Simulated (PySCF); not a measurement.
CrO₃, SMILES [O]=[Cr](=[O])=[O], multiplicity 1.

The structure is a stationary point at PBE0-D3(BJ)/def2-SVP. The spin state was assumed, not searched. The isomer is the one that the SMILES or the coordinates give; other isomers of the formula were not compared.

Level of theory: PySCF with PBE0-D3(BJ)/def2-SVP.

Frequencies are harmonic and unscaled.

Modes within 1.5 cm⁻¹ of each other (mostly degenerate sets) share a row, with their intensities summed.

Computed harmonic wavenumbers and intensities:
```tsv
mode	ν (cm⁻¹)	IR (km/mol)	Raman (Å⁴/amu)	depolarisation	moving atoms (share of kinetic energy)
1	251	68.1	0.4	0.00	O 58 %, Cr 42 %
2–3	402	0.6	10.6	0.75	O 88 %, Cr 12 %
4	1081	7.1	25.1	0.09	O 94 %
5–6	1146	412.3	14.3	0.75	O 67 %, Cr 33 %
```
